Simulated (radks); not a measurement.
The numbers below are computed, except where a source is named.
Q: All-electron atom: Se XX in [Ne] 3s2 3p3 (the NIST ground configuration). Level of theory: scalar-relativistic Kohn-Sham, PBE, spin-polarised, spherical densities, finite nucleus; open shells are filled with parallel spins first; Fermi nuclear charge, rms radius 4.14 fm (a radial shooting solver on a logarithmic mesh with Libxc functionals). Some entries of the table are withheld. Estimate them.

| orbital | occ. | eigenvalue (hartree) | <r> (bohr) |
|---|---|---|---|
| 1s up | 1 | -487.7916 | 0.04409 |
| 1s down | 1 | -487.6627 | 0.04408 |
| 2s up | 1 | -86.60898 | (1) |
| 2s down | 1 | -86.50720 | (2) |
| 2p up | 3 | (3) | 0.1691 |
| 2p down | 3 | (4) | 0.1691 |
| 3s up | 1 | -30.66343 | 0.4934 |
| 3s down | 1 | -30.15743 | 0.4952 |
| 3p up | 3 | -28.45571 | 0.4838 |
| 3p down | 0 | -27.95439 | 0.4855 |

A: 
(1) 2s up <r> (bohr): 0.1940
(2) 2s down <r> (bohr): 0.1938
(3) 2p up eigenvalue (hartree): -79.70542
(4) 2p down eigenvalue (hartree): -79.55959
